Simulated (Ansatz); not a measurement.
The first iterations of a band of CH8GeOSSi (13 atoms, charge 0, multiplicity 1).

These are results of RKS revPBE-D4/def2-SVP (Ansatz 0.2.0), not measurements.

| Quantity | Value |
| --- | --- |
| movable images | 8 |
| climbing image | no |
| spring | 5.0 eV/Å² |
| optimiser | quadratic models (default) |
| start path | through a guess of the saddle point |
| force threshold | 0.05 eV/Å |
| iteration limit | 60 |
| end points | relaxed |

Initial state:

```xyz
13
Properties=species:S:1:pos:R:3
O -2.639 -0.668 0.181
Si -1.276 0.328 0.143
S -1.191 1.251 -1.806
C 0.290 -0.654 0.512
Ge 1.967 0.320 0.073
H -2.604 -1.359 0.866
H -1.394 1.497 1.082
H -0.974 0.071 -2.453
H 0.285 -1.602 -0.066
H 0.318 -0.926 1.590
H 2.232 0.244 -1.452
H 1.852 1.804 0.511
H 3.154 -0.340 0.833
```

Final state:

```xyz
13
Properties=species:S:1:pos:R:3
O -2.424 -0.980 0.452
Si -1.219 0.184 0.257
S -1.281 1.113 -1.707
C 0.408 -0.694 0.552
Ge 2.008 0.366 0.044
H -3.322 -0.657 0.255
H -1.404 1.361 1.176
H -0.955 -0.037 -2.363
H 0.418 -1.644 -0.024
H 0.482 -0.965 1.626
H 2.206 0.317 -1.492
H 1.842 1.840 0.499
H 3.261 -0.239 0.741
```

| iteration | highest image above the first end (eV) | largest band force component (eV/Å) |
| --- | --- | --- |
| 1 | 3.897 | 35.449 |
| 2 | 0.070 | 1.315 |
| 3 | 0.032 | 0.939 |

Question: Does the band converge within its limit, and where does its top end?

Answer: The run converged. It ended after 10 iterations with the highest image 0.006 eV above the first end. The top lies less than 8 meV above the higher end, about what the thresholds resolve: that end is a shoulder or a very shallow well. No image climbed, so the highest image needn't sit at the top of the path.

Time of the run: 7.9 min on 2 threads of Arm Neoverse N1 (shared host), peak memory 0.2 GiB.
